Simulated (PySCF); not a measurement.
Geometries of 2 isomers of CH5FGe, from PBE0-D3(BJ)/def2-SVP geometry optimisation, gas phase in PySCF 2.14.0. One conformer each, no zero-point energy, no frequencies.

Question: Which is lower in electronic energy at this level?
A.
```xyz
8
angstrom
F     -1.402    1.040    0.846
C     -0.920    0.088   -0.022
Ge     1.051    0.131   -0.020
H     -1.283   -0.907    0.291
H     -1.310    0.286   -1.035
H      1.585   -0.947   -0.983
H      1.531    1.518   -0.477
H      1.562   -0.145    1.404
```
B.
```xyz
8
angstrom
C      1.030   -0.197   -0.009
Ge    -0.887    0.073   -0.037
F     -1.173    1.719    0.481
H      1.273   -1.230   -0.303
H      1.419   -0.018    1.004
H      1.520    0.496   -0.706
H     -1.490   -0.036   -1.448
H     -1.634   -0.821    0.970
```

Answer: B. That is `[GeH2]([CH3])[F]`, 38.3 kcal/mol below the other.

| SMILES | atoms numbered as above | E (Eh) | relative (kcal/mol) | relative (kJ/mol) | dipole (D) |
| --- | --- | --- | --- | --- | --- |
| [CH3][GeH2][F] | [CH3:1][GeH2:2][F:3] | -2217.21732 | 0.0 | 0.0 | 2.44 |
| F[CH2][GeH3] | [F:1][CH2:2][GeH3:3] | -2217.15630 | 38.3 | 160.2 | 1.52 |
